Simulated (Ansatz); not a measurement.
`BCCB` + `F[SiH2]Cl` → `BC[SiH](F)Cl` + `BC` at 400 K and 1 bar (formal exchange of groups at a C–C bond).

Computed with Ansatz on PBE0-D4/def2-TZVP structures; ΔE is electronic, products minus reactants. CCSD(T)/CBS adds triple-zeta CCSD(T) − MP2 to the extrapolated MP2 energy (def2 sets, frozen cores). This one scheme is used for every species. Each species was taken in one conformer, which may not be the lowest.

```csv
species,CCSD(T)/CBS energy (Eh),H − E (kJ/mol),S (J/(mol·K))
`BCCB`,-130.46678,283.3,316.4
`F[SiH2]Cl`,-849.96195,76.1,299.2
`BC[SiH](F)Cl`,-914.62178,194.8,389.1
`BC`,-65.83255,164.9,265.6
```

H − E and S are ideal-gas, rigid-rotor, harmonic terms from PBE0-D4/def2-TZVP, for one conformer and one mirror image of each species. 1 Eh = 2625.50 kJ/mol, R = 8.31446 J/(mol·K).

Task: By hand: ΔE, ΔH, ΔS and ΔG.

Result: ΔE = (-914.62178) + (-65.83255) − (-130.46678) − (-849.96195) = -0.02560 Eh = -67.2 kJ/mol. Δ(H − E) = 194.8 + 164.9 − 283.3 − 76.1 = 0.3, so ΔH = -66.9 kJ/mol. ΔS = 389.1 + 265.6 − 316.4 − 299.2 = 39.1 J/(mol·K). ΔG = -66.9 − 400 × (39.1)/1000 = -82.5 kJ/mol.

Task: By hand: the equilibrium constant, and the temperature at which ΔG would vanish if ΔH and ΔS stayed fixed.

Result: log₁₀ K = −ΔG/(RT ln 10) = 10.8. ΔH and −TΔS have one sign here, so there is no such temperature.

ΔH outweighs TΔS. A doubt of 5 kJ/mol in ΔE shifts log₁₀ K by 0.7 here. Other conformers and mirror images would add mixing entropy, several J/(mol·K) or more a flexible species. Modes under 60 cm⁻¹, often nearly free rotors, make the harmonic entropy too high. These are equilibria of isolated gas molecules and say nothing of rates. Largest T1 diagnostic: 0.011 (customary marks: 0.02 for closed shells, 0.045 for open ones).
